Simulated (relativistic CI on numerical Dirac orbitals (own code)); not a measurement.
Method of calculation: Dirac-Coulomb-Breit CI, KLI orbitals optimised for each configuration, model QED, unscaled Slater integrals (own radial code, finite nucleus).

Configurations in the expansion (outside the closed core [Ar]): 3d10.4s, 3d10.4p, 3d10.4d, 3d10.4f, 3d10.5s, 3d10.5p, 3d10.5d, 3d10.5f, 3d10.5g, 3d10.6s, 3d10.6p, 3d10.6d, 3d9.4s2, 3d10.6f, 3d10.7s, 3d9.4s.4p, 3d10.8s, 3d9.4s.4d, 3d9.4s.4f, 3d9.4s.5s, 3d9.4s.5p, 3d9.4s.5d, 3d9.4s.5f. Double excitations out of closed p, d and f shells are left out; levels of such configurations are missing from the list, as are those of other unlisted configurations, and high levels can miss mixing partners.

At this charge energies of transitions that change n are usually good to better than 1 %, and those within a shell (Δn = 0) to a few per cent.

Outline of the computed level scheme of Lu XLIII. Lowest level of each configuration: 3d10.4s 2S_1/2 at 0.00 eV; 3d10.4p 2P°_1/2 at 90.22 eV; 3d10.4d 2D_3/2 at 312.47 eV; 3d10.4f 2F°_5/2 at 480.41 eV; 3d10.5s 2S_1/2 at 854.34 eV; 3d10.5p 2P°_1/2 at 898.16 eV; 3d10.5d 2D_3/2 at 1003.08 eV; 3d10.5f 2F°_5/2 at 1078.09 eV; 3d10.5g 2G_7/2 at 1113.70 eV.

Some strong electric-dipole decays among the lowest 16 levels: 3d10.5g 2G_9/2 → 3d10.4f 2F°_7/2 (1.6e+13 s⁻¹); 3d10.5g 2G_7/2 → 3d10.4f 2F°_5/2 (1.6e+13 s⁻¹); 3d10.5f 2F°_7/2 → 3d10.4d 2D_5/2 (8.7e+12 s⁻¹); 3d10.5f 2F°_5/2 → 3d10.4d 2D_3/2 (8.0e+12 s⁻¹); 3d10.5s 2S_1/2 → 3d10.4p 2P°_3/2 (5.2e+12 s⁻¹); 3d10.5d 2D_5/2 → 3d10.4p 2P°_3/2 (4.4e+12 s⁻¹); 3d10.5p 2P°_1/2 → 3d10.4s 2S_1/2 (3.5e+12 s⁻¹); 3d10.5p 2P°_1/2 → 3d10.4d 2D_3/2 (2.8e+12 s⁻¹).

LS names give the leading component of a level, which can be under half, so a name can repeat, a term be missing and a line seem to break the LS rules.
